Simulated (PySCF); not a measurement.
Structure with atom numbers: `[CH3:1][CH2:2][CH2:3][O:4][SiH2:5][C:6]#[C:7][SiH3:8]`. Hydrogens are named by the atom that carries them.

- PBE0/pcSseg-1 with gauge-including orbitals
- geometry: PBE0-D3(BJ)/def2-SVP
- program: PySCF
- averaged over atoms made equivalent by symmetry, fast rotation or ring inversion, non-relativistic Hamiltonian, single conformer, gas phase

References, each an isolated molecule treated in the same way: 13C (σ = 184.41 ppm) and 1H (σ = 31.27 ppm) and 29Si (σ = 351.99 ppm) vs TMS; H2O for 17O (σ = 334.56 ppm).

```
 atoms  nucleus  count  Hirshfeld charge  δ (ppm)
H(Si5)       1H      2             -0.07        ?
H(Si8)       1H      3             -0.07     4.19
   Si8     29Si      1              0.34    -96.4
    C3      13C      1              0.01     69.1
    C1      13C      1             -0.11     10.8
 H(C3)       1H      2              0.03     3.52
    O4      17O      1             -0.22     36.7
   Si5     29Si      1              0.41    -48.8
    C2      13C      1             -0.07        ?
    C6      13C      1             -0.14        ?
 H(C1)       1H      3              0.04     0.90
 H(C2)       1H      2              0.04        ?
    C7      13C      1             -0.14    112.3
```

**Question.** Complete the table.

**Answer.** 
- C6: 119.9 ppm, alkyne carbon
- C2: 28.5 ppm, sp3 CH2; aliphatic region, no heteroatom directly attached
- H(Si5): 4.83 ppm, hydrogen on a silicon bonded to C, O
- H(C2): 1.65 ppm, hydrogen on an sp3 CH2

Shifts are as computed. Against solution values, carbons near 30 ppm lie about +2 ppm off and those near 130 ppm about +5 ppm. Of 1309 compounds with measured shifts, 239 miss one by over three times the rms of a fit or turn the order of signals round; such compounds aren't used in these exercises. Experimental scales use liquid or dissolved standards, which lie at an offset from isolated H2O (liquid H2O: subtract about 36 ppm).
